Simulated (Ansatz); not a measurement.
`C[B](F)[AlH2]` and `CB(F)BCl` differ in one atom or group.

Ansatz, PBE0-D4/def2-TZVP geometries, multiplicity 1. Each molecule was computed in one conformer, which needn't be the lowest.

```tsv
property	`C[B](F)[AlH2]`
LUMO energy (ωB97M-V/def2-TZVPP) / eV	-0.12
HOMO–LUMO gap (PBE0/def2-TZVPP) / eV	5.40
LUMO energy (PBE0/def2-TZVPP) / eV	-1.71
LUMO energy (PBE/def2-TZVPP) / eV	-2.48
ideal-gas entropy at 298 K and 1 bar (rigid rotor, harmonic PBE0-D4/def2-TZVP) / J/(mol·K)	345
HOMO energy (ωB97M-V/def2-TZVPP) / eV	-9.23
```

Problem. What does the change do to each property? (An estimate is asked.)

Solution. The calculation gave: 
```json
{"property": "LUMO energy (ωB97M-V/def2-TZVPP) / eV", "`CB(F)BCl`": "0.19", "shift": "0.31"}
{"property": "HOMO–LUMO gap (PBE0/def2-TZVPP) / eV", "`CB(F)BCl`": "5.96", "shift": "0.56"}
{"property": "LUMO energy (PBE0/def2-TZVPP) / eV", "`CB(F)BCl`": "-1.84", "shift": "-0.13"}
{"property": "LUMO energy (PBE/def2-TZVPP) / eV", "`CB(F)BCl`": "-2.81", "shift": "-0.33"}
{"property": "ideal-gas entropy at 298 K and 1 bar (rigid rotor, harmonic PBE0-D4/def2-TZVP) / J/(mol·K)", "`CB(F)BCl`": "352", "shift": "7"}
{"property": "HOMO energy (ωB97M-V/def2-TZVPP) / eV", "`CB(F)BCl`": "-10.03", "shift": "-0.80"}
```

With PBE0 the HOMO falls by 0.68 eV and the LUMO falls by 0.13 eV, so the gap widens by about 0.55 eV. PBE moves the HOMO by -0.51 eV and ωB97M-V by -0.80 eV. Modes under 60 cm⁻¹, often nearly free rotors, make the harmonic entropy too high.
